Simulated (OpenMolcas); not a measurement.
Os5+ among 6 point charges of -1 e arranged as a tetragonal octahedron (D4h). The axial distance is 1.07 times the equatorial one, R.

| Item | Value |
| --- | --- |
| Program | OpenMolcas |
| Method | SS-CASPT2, IPEA 0.25 Eh, imaginary shift 0.1 Eh (closed shells correlated: 5s 5p) |
| Basis | ANO-RCC-VDZP [7s6p4d2f1g] |
| Scalar Hamiltonian | DKH2, point nucleus |
| Active space | 3 electrons in 5 orbitals (5d) |
| State averaging | 2S+1 = 4 even, 10 roots; 2S+1 = 2 even, 40 roots |
| Spin-orbit coupling | state interaction with AMFI integrals over the reference wave functions |

All point charges move together. At R = 1.74 Å the first state of the same spin is 7800 cm-1, and at R = 1.97 Å it is 4130 cm-1.

Question: A third run gives 5820 cm-1. What distance was it run at?

Answer: With a power law R^-n the two known points give n = -ln(4130 / 7800) / ln(1.97 / 1.74) = 5.12. Then R = 1.74 × (7800 / 5820)^(1/5.12) = 1.842 Å. The run was at 1.84 Å, so the estimate is off by +0.002 Å.

Free-ion shares, where given, are those of the reference states; single-state CASPT2 does not remix them. Spin-orbit coupling mixes the spin-free states strongly: the lowest level takes only 46 % from its leading state, 4B1 (figures for R = 1.74; the like holds for R = 1.84, R = 1.97). This is an electrostatic model: the charges have no orbitals. No measured value stands beside these numbers.
